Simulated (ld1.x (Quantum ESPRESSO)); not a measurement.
What one change does to a pseudopotential (manganese (Mn), TM semilocal)

Mn, norm-conserving Troullier–Martins (semilocal form), made with ld1.x (Quantum ESPRESSO) 7.5 (PBE, scalar-relativistic). Core [Ne], reference 3s2 3p6 3d5 4s1 4p1. Waves: 3s (bound): rc 0.95 bohr; 3p (bound): rc 1.25 bohr; 3d (bound): rc 1.65 bohr. Local part: the d channel. Core correction: none.

Occupied shells without a wave of their own: 4p, 4s. They enter only through the test configuration that unscreens the potential.

Change: wave 3p (bound): rc 1.25 bohr becomes 3p (bound): rc 1.58 bohr.

Cutoffs: the cutoffs (Ry, on a coarse ladder) from which the occupation-weighted sum of valence levels, in a spherical-Bessel basis at the reference potential, stays within 10 and 1 mRy of its value at 400 Ry; they do not see the model core or the augmentation charge, which bear on the density cutoff. Errors are all-electron minus pseudo energies relative to the spin-unpolarised reference configuration.

How do hardness, ghosts and transferability respond?

The potential gets neither clearly harder nor softer (160 Ry and 260 Ry → 160 Ry and 260 Ry); of the 7 tests that both files solve, the error grows in 2 and shrinks in 5 by more than 15 % and 0.3 meV (median size 134.6 → 138.2 meV); the range in which the p phases agree widens (upper end 1.8 → at the end of the scan); neither file shows a bound ghost. A semilocal file is local in each channel, so a ghost entry of none says nothing of the separable form that plane-wave codes build from it.

| quantity | base | changed |
| --- | --- | --- |
| cutoff, loose | 160 Ry | 160 Ry |
| cutoff, tight | 260 Ry | 260 Ry |
| bound ghosts | none | none |
| largest miss of a reference level, eV | 0.10 | 0.10 |
| error for 3s2 3p6 3d5 4s2 4p0, meV [ΔE -3.86 eV] | +75 | +95 |
| error for 3s2 3p6 3d5 4s1 4p0, meV [ΔE 4.56 eV] | -33 | +8.6 |
| error for 3s2 3p6 3d5 4s0 4p0, meV [ΔE 20.16 eV] | -204 | -138 |
| error for 3s2 3p6 3d4 4s0 4p0, meV [ΔE 52.68 eV] | -358 | -250 |
| error for 3s2 3p6 3d4 4s2 4p0, meV [ΔE 9.33 eV] | +135 | +188 |
| error for 3s2 3p6 3d3 4s0 4p0, meV [ΔE 103.44 eV] | -353 | -209 |
| error for 3s1 3p6 3d5 4s2 4p0, meV [ΔE 89.65 eV] | -83 | -31 |
| s: phases at 1.80 bohr within 0.05 rad from the reference energy up to (Ry; the scan ends near 5) | 0.4 | 0.4 |
| p: phases at 1.80 bohr within 0.05 rad from the reference energy up to (Ry; the scan ends near 5) | 1.8 | to the end of the scan |
| d: phases at 1.80 bohr within 0.05 rad from the reference energy up to (Ry; the scan ends near 5) | 1.7 | 1.7 |

Base: The 4p, 4s levels have no wave, so the channel is fitted at the deeper level alone: the likely source of the large errors. Changed file: The 4p, 4s levels have no wave, so the channel is fitted at the deeper level alone: the likely source of the large errors.
